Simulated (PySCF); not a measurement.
# Excitation energy of Ti⁺ by level of theory

Ti⁺ [Ar] 3d2 4s1 (4F) → Ti⁺ [Ar] 3d1 4s1 4p1 (high-spin determinant), as a difference of total energies. Calculation: PySCF 2.14, in aug-cc-pwCVTZ-DK (10s9p7d4f3g, 127 functions); scalar relativity by spin-free X2C-1e. Correlated levels: valence: [Ar] frozen; valence and next inner shell: [Ne] frozen; nothing frozen. The calculations carry no spin-orbit coupling.

```json
{"method": "UHF", "excitation energy (eV)": "5.943"}
{"method": "LDA", "excitation energy (eV)": "6.968"}
{"method": "PBE", "excitation energy (eV)": "6.894"}
{"method": "PBE0", "excitation energy (eV)": "6.747"}
{"method": "r2SCAN", "excitation energy (eV)": "7.035"}
{"method": "B97-3", "excitation energy (eV)": "6.730"}
{"method": "PBEsol", "excitation energy (eV)": "6.867"}
{"method": "M06-L", "excitation energy (eV)": "6.740"}
{"method": "MP2 (valence)", "excitation energy (eV)": "6.046"}
{"method": "SCS-MP2 (valence)", "excitation energy (eV)": "5.977"}
{"method": "MP2 (valence and next inner shell)", "excitation energy (eV)": "6.335"}
{"method": "SCS-MP2 (valence and next inner shell)", "excitation energy (eV)": "6.283"}
{"method": "MP2 (all electrons)", "excitation energy (eV)": "6.348"}
{"method": "SCS-MP2 (all electrons)", "excitation energy (eV)": "6.289"}
```

Q: How much does correlation contribute at MP2 (all electrons)?

A: 6.348 − (5.943) = 0.405 eV, measured against UHF.

A first-order spin-orbit estimate (lowest level to lowest level, LS coupling) adds -0.012 eV.

The determinant of the upper state mixes LS terms, which raises its energy above the lowest term, most at the Hartree-Fock and MP2 levels.
